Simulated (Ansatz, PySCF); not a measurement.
Reaction R1 → 2 P1, each structure at its B3LYP-D3(BJ)/def2-TZVP stationary point, reached from a drawn start (curvature not checked).
P1: BCl2 (SMILES Cl[B]Cl), charge 0, multiplicity 2.
R1, B2Cl4 (SMILES ClB(Cl)B(Cl)Cl) (charge 0, multiplicity 1):
```xyz
6

Cl    -0.61238     1.07317    -1.94437
B      0.19872    -0.00284    -0.83198
Cl     1.42339    -1.08471    -1.45071
B     -0.19875     0.00285     0.83201
Cl    -1.42343     1.08471     1.45075
Cl     0.61235    -1.07317     1.94440
```

P less R. No zero-point or thermal terms; singlets are restricted closed shells; open shells are unrestricted. One arrangement of each flexible species, with no search for the lowest.

Frozen-core correlation throughout.

The values were computed with Ansatz (a quantum-chemistry and plane-wave program); PySCF for the D3/D4 terms. All values are computed, each at the level named.

Task: What is the computed reaction energy (HF/cc-pV(Q+d)Z)?

Result: 306 kJ/mol

Task: Predict the reaction energy from PBE0-D4/def2-TZVPP.

Result: 407 kJ/mol

Task: What reaction energy does CCSD(T)/cc-pV(Q+d)Z give?

Result: 417 kJ/mol
